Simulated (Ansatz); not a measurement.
```xyz
10

C    -1.285    1.052    0.553
O    -0.375    0.409   -0.321
B     0.517   -0.492    0.101
C     1.465   -1.115   -1.026
O     2.314   -1.941   -0.780
H    -2.301    0.831    0.222
H    -1.150    0.712    1.583
H    -1.122    2.129    0.495
H     0.604   -0.815    1.252
H     1.331   -0.770   -2.080
```

Charge 0, multiplicity 1.

(1) List the CAM-B3LYP/def2-TZVPP orbital energies in eV (the Gaussian-basis code of Ansatz). (Estimate.)

Results:

(1) Ansatz gave: Occupied: -523.77, -522.60, -280.73, -280.69, -186.41, -31.28, -30.74, -21.99, -18.86, -16.87, -15.28, -15.16, -15.13, -13.69, -12.64, -12.57, -11.22, -11.11, -8.43. Lowest empty: -0.93, 1.77, 2.24, 2.51, 3.07, 3.09, 3.83, 3.91.
